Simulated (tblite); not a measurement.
C₅H₁₁Cl₂FSi.
Geometry (GFN2-xTB, Å), atoms numbered from 1 in this order:
```
atom  x, y, z in Å
C1    -0.7549   -0.9448   -1.1710
C2    -0.5154   -0.1066    0.0881
C3    -1.8473    0.5276    0.5203
F4    -2.8102   -0.4332    0.7129
C5    -0.0335   -1.0475    1.1936
Cl6    0.4460   -0.1722    2.6677
C7     0.4788    1.0267   -0.1841
Si8    2.2908    0.5397   -0.5280
Cl9    3.2245    2.2265   -1.1196
H10   -1.5419   -1.6743   -0.9940
H11   -1.0610   -0.3041   -1.9943
H12    0.1478   -1.4743   -1.4604
H13   -1.7423    1.0623    1.4691
H14   -2.2300    1.2028   -0.2509
H15    0.8383   -1.6127    0.8664
H16   -0.8321   -1.7317    1.4823
H17    0.1021    1.6111   -1.0276
H18    0.4746    1.7031    0.6747
H19    2.9634    0.0445    0.6681
H20    2.3973   -0.4322   -1.6164
```

Level: GFN2-xTB in tblite, geometry and Hessian alike; calculated harmonic values, unscaled, isolated species. Against measured fundamentals such values can be off by several per cent, at times by over 20. Modes of hydrogen on silicon can be 10 to 20 % off. One conformer, not necessarily the lowest.

Harmonic wavenumbers (cm⁻¹): 27.9, 57.8, 82.1, 101.0, 141.7, 156.6, 212.9, 217.1, 247.3, 309.2, 318.8, 351.8, 445.7, 458.6, 513.3, 542.7, 594.2, 722.0, 729.5, 753.1, 777.8, 789.6, 821.0, 895.2, 932.0, 973.4, 999.6, 1043.2, 1082.3, 1116.8, 1187.2, 1194.5, 1215.2, 1262.2, 1292.9, 1301.3, 1330.0, 1414.9, 1437.5, 1443.8, 1466.3, 1492.9, 1497.5, 2247.0, 2293.9, 2953.7, 2957.3, 2959.2, 2973.2, 2985.8, 2990.0, 3039.7, 3044.4, 3056.4.

A = 1450, B = 509.1, C = 432.3 MHz; mass 187.999 u (most abundant isotopes); point group C1, symmetry number 1.

**Question.** What is the zero-point energy?

**Answer.** Half the sum of the wavenumbers: 32726 cm⁻¹ = 391.48 kJ/mol.

**Question.** What is S at 298.15 K and 1 bar for an ideal gas of classical rigid rotors and harmonic oscillators?

**Answer.** Translation 174.16, rotation 130.91, vibration 160.63: S = 465.7 J/(mol K).

**Question.** And Cp and H(298.15 K) − H(0)?

**Answer.** Cp = 186.95 J/(mol K), of which vibrations give 153.70 (their classical limit is 54 R = 449.0); H(298.15 K) − H(0) = 34.20 kJ/mol without the zero-point energy, 24.29 from vibrations.

**Question.** What must be added to the electronic energy to get the Gibbs energy at 298.15 K and 1 bar?

**Answer.** ZPE + [H(298.15 K) − H(0)] − T·S = 391.48 + 34.20 − 138.85 = 286.83 kJ/mol.

**Question.** How do the functions run with temperature in this model?

**Answer.** 
```json
{"T (K)": "100", "S (J/(mol K))": "320.8", "Cp (J/(mol K))": "93.2", "H − H(0) (kJ/mol)": "6.28", "G − H(0) (kJ/mol)": "-25.81", "ln q(vib)": "2.72"}
{"T (K)": "200", "S (J/(mol K))": "400.7", "Cp (J/(mol K))": "141.6", "H − H(0) (kJ/mol)": "18.07", "G − H(0) (kJ/mol)": "-62.06", "ln q(vib)": "6.23"}
{"T (K)": "300", "S (J/(mol K))": "466.9", "Cp (J/(mol K))": "187.8", "H − H(0) (kJ/mol)": "34.55", "G − H(0) (kJ/mol)": "-105.51", "ln q(vib)": "9.58"}
{"T (K)": "500", "S (J/(mol K))": "582.2", "Cp (J/(mol K))": "266.3", "H − H(0) (kJ/mol)": "80.40", "G − H(0) (kJ/mol)": "-210.73", "ln q(vib)": "15.93"}
{"T (K)": "800", "S (J/(mol K))": "725.1", "Cp (J/(mol K))": "340.4", "H − H(0) (kJ/mol)": "172.42", "G − H(0) (kJ/mol)": "-407.63", "ln q(vib)": "24.64"}
{"T (K)": "1000", "S (J/(mol K))": "804.6", "Cp (J/(mol K))": "372.3", "H − H(0) (kJ/mol)": "243.86", "G − H(0) (kJ/mol)": "-560.77", "ln q(vib)": "29.91"}
```

q(vib) and H(0) count from the zero-point level.

**Question.** Which modes carry the vibrational entropy at 298.15 K?

**Answer.** 27.9 cm⁻¹: 24.99; 57.8 cm⁻¹: 18.96; 82.1 cm⁻¹: 16.07; 101.0 cm⁻¹: 14.37; 141.7 cm⁻¹: 11.63; 156.6 cm⁻¹: 10.84 J/(mol K); the other 48 give 63.77 together.

Hindered rotation and anharmonicity are outside this model. Other conformers, if any are populated, would add a mixing term that is left out. The structure is chiral; the term R ln 2 for an equal mix with its mirror image is left out.
